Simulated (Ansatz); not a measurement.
CH3GaOS, SMILES `[OH][Ga]1[CH2][S]1`, charge 0, multiplicity 1.

**Question.** Give a relaxed structure at PBE0-D4/def2-TZVP (Ansatz 0.2.0). (Best estimate.)

**Answer.** Computed: 
Z-matrix (Å, degrees):
```
C
Ga 1 1.922
S 1 1.910 2 68.6
H 1 1.086 2 120.7 3 -104.4
H 1 1.086 2 120.7 3 104.4
O 2 1.759 1 162.2 3 -180.0
H 6 0.961 2 113.3 1 -0.0
```
Point group Cs.
